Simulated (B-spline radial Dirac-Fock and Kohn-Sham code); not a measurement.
# Ionisation of each subshell: Fe³⁺

System: the Fe³⁺ ion, configuration 1s2 2s2 2p6 3s2 3p6 3d5, inside a Watson sphere of charge -3 and radius 1.8 Å (a model of the Madelung potential; inside it an electron's potential energy is raised by 24.0 eV); nuclear rms radius 3.7377 fm (A = 56).

These are calculated numbers from a radial finite-basis atomic code; the model is Dirac-Fock (average of configuration) total-energy differences with a finite nucleus, the Breit interaction including its frequency dependence, and self-energy and vacuum-polarisation corrections. Correlation and solid-state effects are left out. Energies are counted from the vacuum level.

All terms are in eV, carry their sign (relaxation lowers the binding energy) and add up to the binding energy; ⟨r⟩ is the mean radius of the orbital in the initial state.

```csv
subshell,−ε (Koopmans),relaxation,Breit,QED,binding energy,⟨r⟩ (bohr)
K,7193.4,-39.40,-7.76,-3.60,7142.7,0.058
L1,898.2,-16.50,-0.51,-0.36,880.9,0.265
L2,772.4,-18.12,-0.88,0.05,753.4,0.233
L3,759.7,-17.91,-0.56,0.02,741.2,0.236
M1,129.3,-3.32,-0.05,-0.05,125.9,0.804
M2,89.50,-3.11,-0.09,0.01,86.30,0.841
M3,87.81,-3.03,-0.05,0.00,84.74,0.849
"M4,5",29.44,-2.40,0.01,0.00,27.05,0.980
```

For the deepest level, K (1s), the Breit terms make up -0.109 % of the binding energy, QED -0.050 % and orbital relaxation -0.552 %.

Spin-orbit splittings: 2p 12.18 eV, 3p 1.56 eV.
